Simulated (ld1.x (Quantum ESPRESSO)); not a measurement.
# Building the TM potential for iron (LDA (PZ), scalar-relativistic).

Input for ld1.x (Quantum ESPRESSO) 7.5:

```
&input
   title='Fe', zed=26., rel=1, dft='PZ', iswitch=3,
   config='[Ar] 3d6 4s2 4p0',
   nld=3, rlderiv=1.55, eminld=-9.0, emaxld=5.0, deld=0.04
 /
 &inputp
   pseudotype=2, tm=.true., lloc=0,
   nlcc=.false.,
   file_pseudopw='Fe.UPF', file_wfcaegen='ae.wfc', file_wfcncgen='nc.wfc', file_beta='beta', file_chi='chi'
 /
3
3P  2  1   6.00   0.00  1.35  1.35  0.0
3D  3  2   6.00   0.00  0.80  0.80  0.0
3S  1  0   2.00   0.00  1.40  1.40  0.0
 &test
   configts(1)='3s2 3p6 3d6 4s2 4p0'
 /
```

Command:

```bash
ld1.x < Fe.in > Fe.out
```

Output (shortened: banner, matrices, multipoles, cross overlaps and the repeated all-electron block are left out):

```
Program LD1 v.7.5
     --------------------------- All-electron run ----------------------------

     Fe
     scalar relativistic calculation

     atomic number is 26.00
     dft =PZ   lsd =0 sic =0 latt =0  beta=0.20 tr2=1.0E-14
     Exchange-correlation= PZ
                           (   1   1   0   0   0   0   0)
     mesh =1191 r(mesh) = 101.18024 a.u. xmin = -7.00 dx = 0.01250
     1 Ry =  13.60569312 eV, c = 137.03599908

     n l     nl                  e(Ry)          e(Ha)          e(eV)
     1 0     1S 1( 2.00)      -513.2623      -256.6312     -6983.2895
     2 0     2S 1( 2.00)       -60.1147       -30.0574      -817.9028
     2 1     2P 1( 6.00)       -51.3023       -25.6511      -698.0030
     3 0     3S 1( 2.00)        -6.8730        -3.4365       -93.5114
     3 1     3P 1( 6.00)        -4.4045        -2.2023       -59.9266
     3 2     3D 1( 6.00)        -0.5696        -0.2848        -7.7505
     4 0     4S 1( 2.00)        -0.4034        -0.2017        -5.4888
     4 1     4P 1( 0.00)        -0.1055        -0.0528        -1.4354

     final scf error:  3.0E-15 reached in  27 iterations

     Etot =   -2540.370445 Ry,   -1270.185223 Ha,  -34563.500698 eV

     Ekin =    2569.564854 Ry,    1284.782427 Ha,   34960.710863 eV
     Encl =   -6079.342635 Ry,   -3039.671318 Ha,  -82713.670284 eV
     Eh   =    1075.877443 Ry,     537.938722 Ha,   14638.058333 eV
     Exc  =    -106.470108 Ry,     -53.235054 Ha,   -1448.599610 eV

     normalization and overlap integrals

     s(1S/1S) =  1.000000  <r> =   0.0586  <r2> =    0.0046  r(max) =   0.0385
     s(2S/2S) =  1.000000  <r> =   0.2676  <r2> =    0.0845  r(max) =   0.2241
     s(2P/2P) =  1.000000  <r> =   0.2358  <r2> =    0.0684  r(max) =   0.1790
     s(3S/3S) =  1.000000  <r> =   0.8122  <r2> =    0.7625  r(max) =   0.6990
     s(3P/3P) =  1.000000  <r> =   0.8587  <r2> =    0.8715  r(max) =   0.7167
     s(3D/3D) =  1.000000  <r> =   1.1407  <r2> =    1.7632  r(max) =   0.7078
     s(4S/4S) =  1.000000  <r> =   2.9632  <r2> =   10.2249  r(max) =   2.3795
     s(4P/4P) =  1.000000  <r> =   4.3255  <r2> =   22.4724  r(max) =   3.2933

     ------------------------ End of All-electron run ------------------------

     --------------------- Generating NC pseudopotential ---------------------

      Generating local pot.: lloc=0, matching radius rcloc =   1.4000

      Wfc   3P  rcut= 1.339  Using Troullier-Martins method

      Wfc   3D  rcut= 0.792  Using Troullier-Martins method

     ------------------- End of pseudopotential generation -------------------

     Computing logarithmic derivative in   1.54600
     Computing logarithmic derivative in   1.54600
     Computing the partial wave expansion
       no projector for channel:   0
     R is outside the sphere for l=    1 j= 0.00
     R is outside the sphere for l=    2 j= 0.00

     ---------------------- Testing the pseudopotential ----------------------

     Fe
     scalar relativistic calculation

     atomic number is 26.00   valence charge is 16.00
     dft =PZ   lsd =0 sic =0 latt =0  beta=0.20 tr2=1.0E-14
     mesh =1191 r(mesh) = 101.18024 xmin = -7.00 dx = 0.01250

     n l     nl             e AE (Ry)        e PS (Ry)    De AE-PS (Ry)
     1 0     3S   1( 2.00)       -6.87296       -6.87296       -0.00001
     2 1     3P   1( 6.00)       -4.40452       -4.40453        0.00001
     3 2     3D   1( 6.00)       -0.56965       -0.56954       -0.00011
     2 0     4S   1( 2.00)       -0.40342       -0.48932        0.08590  !
     3 1     4P   1( 0.00)       -0.10550       -0.11638        0.01088  !

     eps = 5.0E-15  iter = 19

     Etot =   -2540.370445 Ry,   -1270.185223 Ha,  -34563.500698 eV
     Etotps =  -250.944253 Ry,    -125.472127 Ha,   -3414.270503 eV

     Ekin =     136.564193 Ry,      68.282097 Ha,    1858.050508 eV
     Encl =    -521.563392 Ry,    -260.781696 Ha,   -7096.231458 eV
     Ehrt =     214.403386 Ry,     107.201693 Ha,    2917.106675 eV
     Ecxc =     -25.471339 Ry,     -12.735670 Ha,    -346.555225 eV
     Epseu=     -54.877102 Ry,     -27.438551 Ha,    -746.641003 eV

     ---------------------- End of pseudopotential test ----------------------
```

Generation and configuration tests took about 2 s on one core of a shared server CPU.

Transferability test of the new file with ld1.x, input:

```
&input
   title='Fe', zed=26., rel=1, dft='PZ', iswitch=2,
   config='[Ar] 3d6 4s2 4p0'
 /
 &test
   file_pseudo='Fe.UPF', nconf=10,
   configts(1)='3s2 3p6 3d6 4s2 4p0',
   configts(2)='3s2 3p6 3d6 4s1 4p0',
   configts(3)='3s2 3p6 3d6 4s0 4p0',
   configts(4)='3s2 3p6 3d5 4s0 4p0',
   configts(5)='3s2 3p6 3d6 4s1 4p1',
   configts(6)='3s2 3p6 3d6 4s0 4p2',
   configts(7)='3s2 3p6 3d7 4s1 4p0',
   configts(8)='3s2 3p6 3d6.5 4s1.5 4p0',
   configts(9)='3s2 3p6 3d6 4s2 4p0', lsdts(9)=1,
   configts(10)='3s2 3p6 3d6 4s1 4p0', lsdts(10)=1
 /
```

```bash
ld1.x < Fe.test.in > Fe.test.out
```

Pseudopotential blocks of its output, shortened (energy terms left out; the distinct warnings before each block abridged to one line each):

```
     ---------------------- Testing the pseudopotential ----------------------

     n l     nl             e AE (Ry)        e PS (Ry)    De AE-PS (Ry)
     1 0     3S   1( 2.00)       -6.87296       -6.87296       -0.00001
     2 1     3P   1( 6.00)       -4.40452       -4.40453        0.00001
     3 2     3D   1( 6.00)       -0.56965       -0.56954       -0.00011
     2 0     4S   1( 2.00)       -0.40342       -0.48932        0.08590  !
     3 1     4P   1( 0.00)       -0.10550       -0.11638        0.01088  !

     eps = 3.6E-15  iter = 18

     Etot =   -2540.370445 Ry,   -1270.185223 Ha,  -34563.500698 eV
     Etotps =  -250.944253 Ry,    -125.472127 Ha,   -3414.270504 eV

     ---------------------- End of pseudopotential test ----------------------

          ---------------------- Testing the pseudopotential ----------------------

     n l     nl             e AE (Ry)        e PS (Ry)    De AE-PS (Ry)
     1 0     3S   1( 2.00)       -7.50543       -7.56672        0.06129  !
     2 1     3P   1( 6.00)       -5.03768       -5.09801        0.06034  !
     3 2     3D   1( 6.00)       -1.19594       -1.25273        0.05679  !
     2 0     4S   1( 1.00)       -0.92859       -1.06957        0.14098  !
     3 1     4P   1( 0.00)       -0.55469       -0.59701        0.04232  !

     eps = 2.2E-15  iter = 16

     Etot =   -2539.710356 Ry,   -1269.855178 Ha,  -34554.519721 eV
     Etotps =  -250.171327 Ry,    -125.085664 Ha,   -3403.754306 eV
     dEtot_ae =       0.660090 Ry
     dEtot_ps =       0.772926 Ry,   Delta E=      -0.112837 Ry

     ---------------------- End of pseudopotential test ----------------------

          ---------------------- Testing the pseudopotential ----------------------

     n l     nl             e AE (Ry)        e PS (Ry)    De AE-PS (Ry)
     1 0     3S   1( 2.00)       -8.23548       -8.37315        0.13766  !
     2 1     3P   1( 6.00)       -5.76799       -5.90240        0.13440  !
     3 2     3D   1( 6.00)       -1.91334       -2.03951        0.12617  !
     2 0     4S   1( 0.00)       -1.49677       -1.70801        0.21124  !
     3 1     4P   1( 0.00)       -1.05270       -1.14070        0.08801  !

     eps = 1.3E-15  iter = 16

     Etot =   -2538.498203 Ry,   -1269.249101 Ha,  -34538.027538 eV
     Etotps =  -248.785270 Ry,    -124.392635 Ha,   -3384.896043 eV
     dEtot_ae =       1.872243 Ry
     dEtot_ps =       2.158983 Ry,   Delta E=      -0.286740 Ry

     ---------------------- End of pseudopotential test ----------------------

          ---------------------- Testing the pseudopotential ----------------------

     n l     nl             e AE (Ry)        e PS (Ry)    De AE-PS (Ry)
     1 0     3S   1( 2.00)       -9.60696       -9.76392        0.15696  !
     2 1     3P   1( 6.00)       -7.12183       -7.27133        0.14950  !
     3 2     3D   1( 5.00)       -3.19807       -3.34083        0.14276  !
     2 0     4S   1( 0.00)       -2.30301       -2.60374        0.30074  !
     3 1     4P   1( 0.00)       -1.76774       -1.89996        0.13221  !

     eps = 1.4E-15  iter = 15

     Etot =   -2535.960388 Ry,   -1267.980194 Ha,  -34503.498805 eV
     Etotps =  -246.111834 Ry,    -123.055917 Ha,   -3348.522093 eV
     dEtot_ae =       4.410058 Ry
     dEtot_ps =       4.832419 Ry,   Delta E=      -0.422361 Ry

     ---------------------- End of pseudopotential test ----------------------

          BEWARE! Errors in PS-KS equations
     ---------------------- Testing the pseudopotential ----------------------

     n l     nl             e AE (Ry)        e PS (Ry)    De AE-PS (Ry)
     1 0     3S   1( 2.00)       -6.99981       -7.03487        0.03505  !
     2 1     3P   1( 6.00)       -4.53155       -4.56528        0.03373  !
     3 2     3D   1( 6.00)       -0.69231       -0.72304        0.03073  !
     2 0     4S   1( 1.00)       -0.48253       -0.59109        0.10856  !
     3 1     4P   1( 1.00)       -0.16568       -0.18919        0.02351  !

     eps = 3.5E-15  iter = 15

     Etot =   -2540.063399 Ry,   -1270.031700 Ha,  -34559.323122 eV
     Etotps =  -250.557424 Ry,    -125.278712 Ha,   -3409.007415 eV
     dEtot_ae =       0.307046 Ry
     dEtot_ps =       0.386830 Ry,   Delta E=      -0.079784 Ry

     ---------------------- End of pseudopotential test ----------------------

          ---------------------- Testing the pseudopotential ----------------------

     n l     nl             e AE (Ry)        e PS (Ry)    De AE-PS (Ry)
     1 0     3S   1( 2.00)       -7.10985       -7.17906        0.06921  !
     2 1     3P   1( 6.00)       -4.64161       -4.70774        0.06613  !
     3 2     3D   1( 6.00)       -0.79775       -0.85777        0.06002  !
     2 0     4S   1( 0.00)       -0.54615       -0.67421        0.12806  !
     3 1     4P   1( 2.00)       -0.21134       -0.24396        0.03263  !

     eps = 6.0E-15  iter = 21

     Etot =   -2539.737380 Ry,   -1269.868690 Ha,  -34554.887410 eV
     Etotps =  -250.141091 Ry,    -125.070546 Ha,   -3403.342922 eV
     dEtot_ae =       0.633065 Ry
     dEtot_ps =       0.803162 Ry,   Delta E=      -0.170097 Ry

     ---------------------- End of pseudopotential test ----------------------

          ---------------------- Testing the pseudopotential ----------------------

     n l     nl             e AE (Ry)        e PS (Ry)    De AE-PS (Ry)
     1 0     3S   1( 2.00)       -6.54119       -6.58325        0.04206  !
     2 1     3P   1( 6.00)       -4.08239       -4.12348        0.04109  !
     3 2     3D   1( 7.00)       -0.29864       -0.33578        0.03714  !
     2 0     4S   1( 1.00)       -0.32898       -0.41325        0.08428  !
     3 1     4P   1( 0.00)       -0.07088       -0.08654        0.01566  !

     eps = 8.6E-15  iter = 22

     Etot =   -2540.431354 Ry,   -1270.215677 Ha,  -34564.329409 eV
     Etotps =  -250.941108 Ry,    -125.470554 Ha,   -3414.227704 eV
     dEtot_ae =      -0.060909 Ry
     dEtot_ps =       0.003146 Ry,   Delta E=      -0.064055 Ry

     ---------------------- End of pseudopotential test ----------------------

          ---------------------- Testing the pseudopotential ----------------------

     n l     nl             e AE (Ry)        e PS (Ry)    De AE-PS (Ry)
     1 0     3S   1( 2.00)       -6.69262       -6.71799        0.02537  !
     2 1     3P   1( 6.00)       -4.22953       -4.25437        0.02484  !
     3 2     3D   1( 6.50)       -0.42116       -0.44363        0.02247  !
     2 0     4S   1( 1.50)       -0.36387       -0.44903        0.08516  !
     3 1     4P   1( 0.00)       -0.08699       -0.10049        0.01350  !

     eps = 3.6E-15  iter = 16

     Etot =   -2540.425478 Ry,   -1270.212739 Ha,  -34564.249460 eV
     Etotps =  -250.962410 Ry,    -125.481205 Ha,   -3414.517530 eV
     dEtot_ae =      -0.055033 Ry
     dEtot_ps =      -0.018156 Ry,   Delta E=      -0.036877 Ry

     ---------------------- End of pseudopotential test ----------------------

          ---------------------- Testing the pseudopotential ----------------------

     n l     nl             e AE (Ry)        e PS (Ry)    De AE-PS (Ry)
     1 0     3S   1( 1.00)       -6.97799       -6.99596        0.01797  !
     2 1     3P   1( 3.00)       -4.50726       -4.52323        0.01597  !
     3 2     3D   1( 5.00)       -0.66212       -0.67280        0.01069  !
     2 0     4S   1( 1.00)       -0.42649       -0.52135        0.09486  !
     3 1     4P   1( 0.00)       -0.11516       -0.12805        0.01289  !
     1 0     3S   2( 1.00)       -6.68435       -6.64851       -0.03584  !
     2 1     3P   2( 3.00)       -4.22152       -4.19230       -0.02923  !
     3 2     3D   2( 1.00)       -0.41365       -0.39492       -0.01873  !
     2 0     4S   2( 1.00)       -0.37314       -0.44578        0.07263  !
     3 1     4P   2( 0.00)       -0.09551       -0.10484        0.00934  !

     eps = 9.9E-15  iter = 19

     Etot =   -2540.619508 Ry,   -1270.309754 Ha,  -34566.889373 eV
     Etotps =  -251.223712 Ry,    -125.611856 Ha,   -3418.072729 eV
     dEtot_ae =      -0.249063 Ry
     dEtot_ps =      -0.279458 Ry,   Delta E=       0.030395 Ry

     ---------------------- End of pseudopotential test ----------------------

          ---------------------- Testing the pseudopotential ----------------------

     n l     nl             e AE (Ry)        e PS (Ry)    De AE-PS (Ry)
     1 0     3S   1( 1.00)       -7.60517       -7.68370        0.07853  !
     2 1     3P   1( 3.00)       -5.13548       -5.20980        0.07432  !
     3 2     3D   1( 5.00)       -1.28842       -1.35525        0.06683  !
     2 0     4S   1( 1.00)       -0.97592       -1.12477        0.14885  !
     3 1     4P   1( 0.00)       -0.58845       -0.63263        0.04417  !
     1 0     3S   2( 1.00)       -7.30554       -7.32016        0.01462  !
     2 1     3P   2( 3.00)       -4.84196       -4.86416        0.02219  !
     3 2     3D   2( 1.00)       -1.01420       -1.04189        0.02769  !
     2 0     4S   2( 0.00)       -0.82884       -0.95398        0.12514  !
     3 1     4P   2( 0.00)       -0.48068       -0.51989        0.03922  !

     eps = 3.9E-15  iter = 18

     Etot =   -2540.016654 Ry,   -1270.008327 Ha,  -34558.687121 eV
     Etotps =  -250.523801 Ry,    -125.261900 Ha,   -3408.549952 eV
     dEtot_ae =       0.353791 Ry
     dEtot_ps =       0.420453 Ry,   Delta E=      -0.066661 Ry

     ---------------------- End of pseudopotential test ----------------------
```
